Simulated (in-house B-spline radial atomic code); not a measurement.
What moves the levels of Xe+ ([Kr] 4d10 5s2 5p5)? Level of theory: Dirac-Hartree-Fock, average of the jj configuration, Fermi nucleus of rms radius 4.7211 fm; calculated with a radial B-spline atomic code at the basis-set limit.

Baseline run (computed): total energy -7446.4924 hartree, 1s1/2 at -1277.632 hartree, 5p3/2 at -20.997 eV with <r> = 2.227 bohr.

Changing the nucleus:

```json
{"nucleus": "Fermi nucleus of rms radius 4.7387 fm, A = 118", "ΔE (eV)": "0.048"}
{"nucleus": "Fermi nucleus of rms radius 4.7509 fm, A = 120", "ΔE (eV)": "0.0813"}
{"nucleus": "Fermi nucleus of rms radius 4.759 fm, A = 122", "ΔE (eV)": "0.103"}
{"nucleus": "Fermi nucleus of rms radius 4.7661 fm, A = 124", "ΔE (eV)": "0.123"}
{"nucleus": "Fermi nucleus of rms radius 4.7722 fm, A = 126", "ΔE (eV)": "0.14"}
{"nucleus": "Fermi nucleus of rms radius 4.7747 fm, A = 127", "ΔE (eV)": "0.147"}
{"nucleus": "Fermi nucleus of rms radius 4.7774 fm, A = 128", "ΔE (eV)": "0.154"}
{"nucleus": "Fermi nucleus of rms radius 4.7775 fm, A = 129", "ΔE (eV)": "0.154"}
{"nucleus": "Fermi nucleus of rms radius 4.7818 fm, A = 130", "ΔE (eV)": "0.166"}
{"nucleus": "Fermi nucleus of rms radius 4.7808 fm, A = 131", "ΔE (eV)": "0.163"}
{"nucleus": "Fermi nucleus of rms radius 4.7859 fm, A = 132", "ΔE (eV)": "0.177"}
{"nucleus": "Fermi nucleus of rms radius 4.7831 fm, A = 133", "ΔE (eV)": "0.17"}
{"nucleus": "Fermi nucleus of rms radius 4.7899 fm, A = 134", "ΔE (eV)": "0.188"}
{"nucleus": "Fermi nucleus of rms radius 4.7964 fm, A = 136", "ΔE (eV)": "0.206"}
{"nucleus": "Fermi nucleus of rms radius 4.8094 fm, A = 137", "ΔE (eV)": "0.242"}
{"nucleus": "Fermi nucleus of rms radius 4.8279 fm, A = 138", "ΔE (eV)": "0.293"}
{"nucleus": "Fermi nucleus of rms radius 4.8409 fm, A = 139", "ΔE (eV)": "0.329"}
{"nucleus": "Fermi nucleus of rms radius 4.8566 fm, A = 140", "ΔE (eV)": "0.373"}
{"nucleus": "Fermi nucleus of rms radius 4.8694 fm, A = 141", "ΔE (eV)": "0.409"}
{"nucleus": "Fermi nucleus of rms radius 4.8841 fm, A = 142", "ΔE (eV)": "0.45"}
{"nucleus": "Fermi nucleus of rms radius 4.8942 fm, A = 143", "ΔE (eV)": "0.478"}
{"nucleus": "Fermi nucleus of rms radius 4.9082 fm, A = 144", "ΔE (eV)": "0.518"}
{"nucleus": "Fermi nucleus of rms radius 4.9315 fm, A = 146", "ΔE (eV)": "0.583"}
```

A larger nucleus binds the electrons less, roughly as the density at the nucleus times the change of the nuclear <r²>. The reference is A = 116.
